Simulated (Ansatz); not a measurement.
Frontier orbitals of `[NH2][Zr]([NH2])([F])[F]`.

| atom | x (Å) | y (Å) | z (Å) |
| --- | --- | --- | --- |
| N1 | -1.045 | -1.278 | -0.379 |
| Zr2 | -0.403 | 0.580 | 0.122 |
| N3 | 1.616 | 0.474 | 0.210 |
| F4 | -0.967 | 1.813 | -1.233 |
| F5 | -1.138 | 1.047 | 1.830 |
| H6 | -0.461 | -2.085 | -0.545 |
| H7 | -2.013 | -1.544 | -0.504 |
| H8 | 2.250 | 0.692 | -0.547 |
| H9 | 2.160 | 0.300 | 1.045 |

The species carries charge 0 and has multiplicity 1. Correlated methods include outer-core shells of Zr, which these sets cover unevenly. Zr takes the def2 core potential. Geometry: relaxed with PBE0-D4/def2-TZVP. It is one conformer, not always the lowest. Basis def2-TZVPP, Ansatz.

Orbital energies of one run (eV). Highest occupied ones, from the top: -6.02, -6.38, -8.66, -8.95, -9.02, -9.48, -9.49, -9.68, -9.93, -10.02, -11.59, -11.90, -20.03, -20.35. Empty: -1.26, -1.15, -1.02, -0.22, 0.02, 0.11.

Task: Which functional gave them?
A. r2SCAN0
B. B97M-V
C. BLYP
D. CAM-B3LYP

Result: C. HOMO energies: BLYP -6.02, CAM-B3LYP -9.03, B97M-V -6.47, r2SCAN0 -7.79 eV.
